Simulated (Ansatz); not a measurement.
The cluster Ge5H7⁺, relaxed as a singlet with RKS r2SCAN-D4/def2-SVP in Ansatz, starting from the GFN2-xTB geometry. Force threshold 0.02 eV/Å.

The restricted singlet is unstable towards broken spin symmetry in Hartree–Fock (as tested in another run); at r2SCAN-D4/def2-SVP this wasn't settled. Another isomer (singlet) lies 0.73 eV lower at PBE0-D4/def2-TZVP; other spin states weren't run for this one.

Start:

```xyz
12

Ge   -0.8367    0.8863    2.0341
Ge    1.6166    0.9909    1.3345
Ge   -1.7116   -0.3852   -0.0373
Ge   -0.4527   -1.8807   -2.0876
Ge    0.6431    0.2449   -0.9744
H     2.3807    2.3199    1.1723
H     0.6925   -1.1719   -3.0534
H    -0.9631    2.2509    1.1985
H    -2.1561   -1.8398    0.2529
H     0.9581   -1.5466   -0.6917
H    -2.9892    0.0730   -0.7593
H     2.8183    0.0583    1.6114
```

Task: Estimate the energy that the relaxation releases and the steps that it takes.

Result: 53.2 kJ/mol, in 17 steps; 70 s on 4 threads of Intel Xeon Platinum 8259CL on a shared host. The force fell under the threshold at step 12, but the optimiser went on. No frequencies were taken in this run, so the end may be a saddle point.

Task: Does the start keep its bonding and symmetry?

Result: Bonds formed: Ge4–H10 (atoms count from 1).

Task: Predict the relaxed structure.

Result: 
Cartesian coordinates in Å:
```
Ge -0.797 1.073 1.684
Ge 1.585 0.921 1.372
Ge -1.707 -0.503 0.059
Ge -0.392 -1.740 -2.034
Ge 0.705 0.322 -0.956
H 2.333 2.253 1.348
H 0.516 -1.033 -3.123
H -0.894 2.385 0.828
H -1.782 -1.936 0.592
H 0.950 -1.452 -0.905
H -2.983 -0.021 -0.631
H 2.466 -0.268 1.767
```
Bond lengths: 6 × Ge–Ge 2.41 to 2.76 Å; 8 × Ge–H 1.53 to 1.79 Å.
